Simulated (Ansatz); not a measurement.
Correlation energies of ClH$_{3}$OSn (`[OH][SnH2][Cl]`) by basis set

Z-matrix (Å, degrees):
```
Sn
Cl 1 2.330
O 1 1.952 2 106.7
H 1 1.693 2 109.1 3 113.1
H 1 1.702 2 106.1 3 -118.2
H 3 0.960 1 113.6 2 -53.4
```

Total charge 0; spin multiplicity 1. Correlated methods include outer-core shells of Sn, which these sets cover unevenly. Sn: def2 effective core potential. The geometry is a stationary point of PBE0-D4/def2-TZVP. It is one conformer, not always the lowest. Frozen core, restricted reference, Ansatz 0.2.0.

```tsv
basis	HF (Eh)	MP2 corr.	CCSD corr.	(T)	CCSD(T) total
def2-SVP	-749.28837	-0.43611	-0.46715	?	?
def2-TZVPP	-749.56148	-0.76093	?	?	?
def2-QZVPP	?	-1.01440	–	–	–
```

Problem. Fill in the withheld values. (Best estimate.)

Solution. Ansatz gave: def2-SVP (T): -0.01019; def2-SVP CCSD(T) total: -749.76571; def2-TZVPP CCSD corr.: -0.78075; def2-TZVPP (T): -0.02667; def2-TZVPP CCSD(T) total: -750.36890; def2-QZVPP HF (Eh): -749.58086.
